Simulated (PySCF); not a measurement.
(E)-1-bromo-1-fluoroprop-1-ene (C3H4BrF), SMILES C/C=C(/Br)F.

The structure is a stationary point at B3LYP-D3(BJ)/def2-SVP.

Method: PBE/def2-TZVP (PySCF).

Symmetry labels are those of the subgroup Cs that the program uses (full group Cs).

List the valence orbital energies around the gap with their symmetry. (An estimate is asked for; the answer gives what the named calculation found.)


| orbital | symmetry | energy (eV) |
|---|---|---|
| HOMO−7 | A" | -11.78 |
| HOMO−6 | A' | -10.27 |
| HOMO−5 | A" | -10.26 |
| HOMO−4 | A' | -9.27 |
| HOMO−3 | A' | -9.15 |
| HOMO−2 | A" | -7.96 |
| HOMO−1 | A' | -7.33 |
| HOMO | A" | -5.96 |
| LUMO | A' | -1.08 |
| LUMO+1 | A" | -0.87 |
| LUMO+2 | A' | 0.43 |
| LUMO+3 | A' | 1.56 |
